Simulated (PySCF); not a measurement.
# Computed records: CH₉NSi₂, FH₄NSi, H₈N₂Si₂, H₅NOSi₂

All values are calculated (PySCF 2.14.0). Calculation on a computer-drawn molecule: the log of a Hartree-Fock and frozen-core CCSD(T) single point meant for a local Hartree-Fock minimum, with one planted fault or none, to be diagnosed. Offsets are logged minus clean, where the clean run is the same molecule without the fault. The reference is restricted for singlets and unrestricted otherwise, and also for a bond in bohr or an excited solution. Adding or removing an electron swaps singlet and doublet. The excited solution moves the top pair (singlet) or top alpha electron (doublet) to the lowest empty orbital. Highest occupied and lowest empty are orbital energies over both spins, largest force is the largest gradient component, triples share is (T) over the correlation energy, the T1 limit is 0.02 restricted and 0.045 unrestricted, electrons count all cores, a negative frequency is imaginary (commonest isotopes), and the dipole is about the centre of nuclear charge.

Common to all runs: meant charge 0; meant multiplicity 1; meant basis cc-pV(D+d)Z; logged SCF converged yes; logged CC converged yes; logged SCF stable within its kind yes; possible faults no fault, one electron removed, one electron added, multiplicity raised by two, geometry at a saddle point, SCF held on an excited solution, minimal basis STO-3G, one bond length entered in bohr, all coordinates scaled.

```json
{"entry": 1, "formula": "CH9NSi2", "logged_structure": {"atoms_angstrom": [["N", -1.9112, 1.3887, -3.427], ["Si", -0.7698, 0.7591, -2.2985], ["C", -1.2538, 0.8893, -0.4794], ["Si", -0.0382, 0.2161, 0.7926], ["H", -2.7813, 0.9088, -3.5654], ["H", -2.0571, 2.38, -3.4769], ["H", -0.5754, -0.6732, -2.625], ["H", 0.4968, 1.5027, -2.4955], ["H", -1.4366, 1.9456, -0.2433], ["H", -2.2106, 0.3704, -0.3369], ["H", -0.568, 0.3951, 2.1666], ["H", 1.2622, 0.924, 0.7016], ["H", 0.2024, -1.2312, 0.5737]]}, "given": {"logged_electrons": 50, "logged_basis_functions": 119, "logged_spin_squared": 0.0, "logged_highest_occupied [eV]": -10.519, "logged_lowest_empty [eV]": 4.1396, "logged_largest_force [hartree/bohr]": 2.8221e-05, "logged_lowest_frequency [cm^-1]": 51.749, "logged_T1_diagnostic": 0.010178, "logged_D1_diagnostic": 0.025592, "logged_triples_share": 0.025242, "logged_dipole_magnitude [debye]": 2.1444, "logged_energy_HF [hartree]": -675.46856, "logged_energy_CCSD(T) [hartree]": -676.07475, "drawn_bonds_atom": [1, 2, 3, 1, 1, 2, 2, 3, 3, 4, 4, 4], "drawn_bonds_other_atom": [2, 3, 4, 5, 6, 7, 8, 9, 10, 11, 12, 13], "drawn_bonds_order": [1, 1, 1, 1, 1, 1, 1, 1, 1, 1, 1, 1]}, "results": {"planted_fault": "no fault", "HF_energy_offset_from_clean_run [kcal/mol]": 0.0, "CCSD(T)_energy_offset_from_clean_run [kcal/mol]": 0.0}}
{"entry": 2, "formula": "CH9NSi2", "logged_structure": {"atoms_angstrom": [["N", -1.9112, 1.3887, -3.427], ["Si", -0.7698, 0.7591, -2.2985], ["C", -1.2538, 0.8893, -0.4794], ["Si", -0.0382, 0.2161, 0.7926], ["H", -2.7813, 0.9088, -3.5654], ["H", -2.0571, 2.38, -3.4769], ["H", -0.4024, -1.9476, -2.9154], ["H", 0.4968, 1.5027, -2.4955], ["H", -1.4366, 1.9456, -0.2433], ["H", -2.2106, 0.3704, -0.3369], ["H", -0.568, 0.3951, 2.1666], ["H", 1.2622, 0.924, 0.7016], ["H", 0.2024, -1.2312, 0.5737]]}, "given": {"logged_electrons": 50, "logged_basis_functions": 119, "logged_spin_squared": 0.785, "logged_highest_occupied [eV]": -8.6486, "logged_lowest_empty [eV]": 2.3924, "logged_largest_force [hartree/bohr]": 0.012995, "logged_T1_diagnostic": 0.046011, "logged_D1_diagnostic": 0.24189, "logged_triples_share": 0.031075, "logged_dipole_magnitude [debye]": 2.5341, "logged_energy_HF [hartree]": -675.3523, "logged_energy_CCSD(T) [hartree]": -675.9518, "drawn_bonds_atom": [1, 2, 3, 1, 1, 2, 2, 3, 3, 4, 4, 4], "drawn_bonds_other_atom": [2, 3, 4, 5, 6, 7, 8, 9, 10, 11, 12, 13], "drawn_bonds_order": [1, 1, 1, 1, 1, 1, 1, 1, 1, 1, 1, 1]}, "results": {"planted_fault": "one bond length entered in bohr, row 6 of the drawn bonds", "HF_energy_offset_from_clean_run [kcal/mol]": 72.95, "CCSD(T)_energy_offset_from_clean_run [kcal/mol]": 77.15}, "notes": ["T1 above single-reference limit"]}
{"entry": 3, "formula": "FH4NSi", "logged_structure": {"atoms_angstrom": [["N", -0.089, -1.9389, -1.9444], ["Si", 1.0236, -1.1288, -0.9511], ["F", 2.5234, -1.7391, -1.0185], ["H", -0.4189, -2.8537, -1.6996], ["H", -0.0574, -1.8287, -2.9406], ["H", 0.6016, -1.2632, 0.4501], ["H", 1.1405, 0.2655, -1.4002]]}, "given": {"logged_electrons": 33, "logged_basis_functions": 71, "logged_spin_squared": 0.7578, "logged_highest_occupied [eV]": -18.921, "logged_lowest_empty [eV]": -7.4956, "logged_largest_force [hartree/bohr]": 0.088895, "logged_T1_diagnostic": 0.015466, "logged_D1_diagnostic": 0.070628, "logged_triples_share": 0.018054, "logged_dipole_magnitude [debye]": 7.0966, "logged_energy_HF [hartree]": -444.90606, "logged_energy_CCSD(T) [hartree]": -445.36538, "drawn_bonds_atom": [1, 2, 1, 1, 2, 2], "drawn_bonds_other_atom": [2, 3, 4, 5, 6, 7], "drawn_bonds_order": [1, 1, 1, 1, 1, 1]}, "results": {"planted_fault": "one electron removed", "HF_energy_offset_from_clean_run [kcal/mol]": 216.8, "CCSD(T)_energy_offset_from_clean_run [kcal/mol]": 241.5}}
{"entry": 4, "formula": "H8N2Si2", "logged_structure": {"atoms_angstrom": [["N", -2.3899, 0.4351, -0.2108], ["Si", -1.1175, 0.7591, -1.1688], ["N", -0.544, -0.6616, -1.7393], ["Si", -1.3793, -2.0098, -2.1675], ["H", -3.0907, 1.07, -0.1293], ["H", -2.2781, -0.0479, 0.5993], ["H", -0.024, 1.3986, -0.5581], ["H", -1.621, 1.6208, -2.1549], ["H", 0.3997, -0.714, -1.8487], ["H", -2.5498, -1.6708, -2.8585], ["H", -1.7421, -2.8058, -1.0692], ["H", -0.5527, -2.78, -3.0007]]}, "given": {"logged_electrons": 50, "logged_basis_functions": 114, "logged_spin_squared": 0.0, "logged_highest_occupied [eV]": -10.637, "logged_lowest_empty [eV]": 4.4643, "logged_largest_force [hartree/bohr]": 0.060149, "logged_T1_diagnostic": 0.0096329, "logged_D1_diagnostic": 0.024818, "logged_triples_share": 0.022148, "logged_dipole_magnitude [debye]": 1.3555, "logged_energy_HF [hartree]": -691.47597, "logged_energy_CCSD(T) [hartree]": -692.08558, "drawn_bonds_atom": [1, 2, 3, 1, 1, 2, 2, 3, 4, 4, 4], "drawn_bonds_other_atom": [2, 3, 4, 5, 6, 7, 8, 9, 10, 11, 12], "drawn_bonds_order": [1, 1, 1, 1, 1, 1, 1, 1, 1, 1, 1]}, "results": {"planted_fault": "all coordinates scaled, by -5.3 %", "HF_energy_offset_from_clean_run [kcal/mol]": 24.03, "CCSD(T)_energy_offset_from_clean_run [kcal/mol]": 29.62}}
{"entry": 5, "formula": "H5NOSi2", "logged_structure": {"atoms_angstrom": [["N", 0.8998, -0.1251, 1.5195], ["Si", 0.8223, 0.5235, -0.0563], ["O", 0.6997, -0.6151, -1.2596], ["Si", -0.1087, -1.2074, -2.5651], ["H", 0.0757, -0.5017, 1.9493], ["H", 1.7109, -0.6387, 1.8099], ["H", 2.0696, 1.2648, -0.3102], ["H", -0.3691, 1.3906, -0.1322], ["H", -1.2812, -0.2177, -2.583]]}, "given": {"logged_electrons": 48, "logged_basis_functions": 33, "logged_spin_squared": 0.0, "logged_highest_occupied [eV]": -5.6197, "logged_lowest_empty [eV]": 7.0077, "logged_largest_force [hartree/bohr]": 0.031503, "logged_T1_diagnostic": 0.020666, "logged_D1_diagnostic": 0.089849, "logged_triples_share": 0.035018, "logged_dipole_magnitude [debye]": 0.60197, "logged_energy_HF [hartree]": -701.69939, "logged_energy_CCSD(T) [hartree]": -701.90237, "drawn_bonds_atom": [1, 2, 3, 1, 1, 2, 2, 4], "drawn_bonds_other_atom": [2, 3, 4, 5, 6, 7, 8, 9], "drawn_bonds_order": [1, 1, 1, 1, 1, 1, 1, 1]}, "results": {"planted_fault": "minimal basis STO-3G", "HF_energy_offset_from_clean_run [kcal/mol]": 5315, "CCSD(T)_energy_offset_from_clean_run [kcal/mol]": 5561}, "notes": ["T1 above single-reference limit"]}
```
